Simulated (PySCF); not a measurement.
CH7GeN (SMILES [CH3][GeH2][NH2]), singlet, geometry from GFN2-xTB, atoms displaced at random by about 0.03 Å a coordinate; PySCF with B3LYP/STO-3G, gradient.

PySCF was given this input:
```python
from pyscf import gto, scf, dft

mol = gto.M(
    atom='''
Ge   -0.04661671   -0.27585085    0.19996980
C     1.56948085    0.46161355   -0.52956039
N    -1.53508096    0.67755644   -0.11296087
H     0.06480995   -0.40175686    1.64728816
H    -0.31490341   -1.67383338   -0.33359333
H     1.58146033    0.43590049   -1.61891519
H     1.84005542    1.45157867   -0.13975525
H     2.50414897   -0.15716724   -0.34341762
H    -1.77323614    0.73821002   -1.09397244
H    -1.55354717    1.58672492    0.33087932
''',
    basis='sto-3g',
    verbose=4,
)

mf = dft.RKS(mol)
mf.xc = 'b3lyp'
mf.conv_tol = 1e-11
mf.kernel()
g = mf.nuc_grad_method()
grad = g.kernel()
```

Output, abridged:

```
PySCF version 2.14.0

[INPUT] verbose = 4
[INPUT] num. atoms = 10
[INPUT] num. electrons = 52
[INPUT] charge = 0
[INPUT] spin (= nelec alpha-beta = 2S) = 0
[INPUT] symmetry False subgroup None
[INPUT] Mole.unit = angstrom
[INPUT] Symbol           X                Y                Z      unit          X                Y                Z       unit  Magmom
[...]
nuclear repulsion = 212.41868673088
number of shells = 21
number of NR pGTOs = 105
number of NR cGTOs = 35
basis = sto-3g
ecp = {}

******** <class 'pyscf.dft.rks.RKS'> ********
method = RKS
initial guess = minao
damping factor = 0
level_shift factor = 0
DIIS = <class 'pyscf.scf.diis.CDIIS'>
diis_start_cycle = 1
diis_space = 8
diis_damp = 0
SCF conv_tol = 1e-11
SCF conv_tol_grad = None
SCF max_cycles = 50
direct_scf = True
direct_scf_tol = 1e-13
XC library pyscf.dft.libxc version 7.1.2
    S. Lehtola, C. Steigemann, M. J. T. Oliveira, and M. A. L. Marques,  SoftwareX 7, 1–5 (2018)
XC functionals = b3lyp
    P. J. Stephens, F. J. Devlin, C. F. Chabalowski, and M. J. Frisch,  J. Phys. Chem. 98, 11623 (1994)
radial grids:
    Treutler-Ahlrichs [JCP 102, 346 (1995); DOI:10.1063/1.469408] (M4) radial grids

becke partition: Becke, JCP 88, 2547 (1988); DOI:10.1063/1.454033
pruning grids: <function nwchem_prune>
grids dens level: 3
symmetrized grids: False
atomic radii adjust function: <function treutler_atomic_radii_adjust>
small_rho_cutoff = 0
Set gradient conv threshold to 3.16228e-06
Initial guess from minao.
tot grids = 117320
init E= -2146.65129692583
[...]
cycle= 1 E= -2148.8053157916  delta_E= -2.15  |g|= 0.585  |ddm|= 3.56
[...]
cycle= 2 E= -2148.86446374394  delta_E= -0.0591  |g|= 0.443  |ddm|= 1.64
[...]
cycle= 3 E= -2148.92975454757  delta_E= -0.0653  |g|= 0.0315  |ddm|= 0.72
[...]
cycle= 4 E= -2148.93005118577  delta_E= -0.000297  |g|= 0.0125  |ddm|= 0.0662
[...]
cycle= 5 E= -2148.93010234301  delta_E= -5.12e-05  |g|= 0.00167  |ddm|= 0.0216
[...]
cycle= 6 E= -2148.93010321484  delta_E= -8.72e-07  |g|= 0.000717  |ddm|= 0.00365
[...]
cycle= 7 E= -2148.93010337553  delta_E= -1.61e-07  |g|= 4.68e-05  |ddm|= 0.00106
[...]
cycle= 8 E= -2148.93010337658  delta_E= -1.04e-09  |g|= 9.34e-06  |ddm|= 0.000125
[...]
cycle= 9 E= -2148.93010337661  delta_E= -3.05e-11  |g|= 6.52e-07  |ddm|= 2.25e-05
[...]
cycle= 10 E= -2148.93010337663  delta_E= -1.73e-11  |g|= 1.8e-07  |ddm|= 2.42e-06
[...]
cycle= 11 E= -2148.93010337662  delta_E= 3.64e-12  |g|= 2.14e-08  |ddm|= 4.74e-07
[...]
Extra cycle  E= -2148.93010337661  delta_E= 1.18e-11  |g|= 1.21e-08  |ddm|= 6.68e-08
converged SCF energy = -2148.93010337661

******** <class 'pyscf.grad.rks.Gradients'> for <class 'pyscf.dft.rks.RKS'> ********
unit = Eh/Bohr
grid_response = False
--------------- RKS gradients ---------------
         x                y                z
0 Ge     0.0128434327     0.0200015517    -0.0052168516
1 C    -0.0269057958     0.0323709138    -0.0084738803
2 N    -0.0333636664     0.0500691300    -0.0223367559
3 H    -0.0002806422    -0.0039660784     0.0164312614
4 H    -0.0080539848    -0.0324549262    -0.0079509057
5 H     0.0092863516    -0.0151576707     0.0086842852
6 H     0.0066736693    -0.0038026438     0.0067785193
7 H     0.0249411643    -0.0069491742    -0.0094816336
8 H     0.0107680741    -0.0113462577     0.0266485654
9 H     0.0041364539    -0.0287292407    -0.0050642044
----------------------------------------------
```
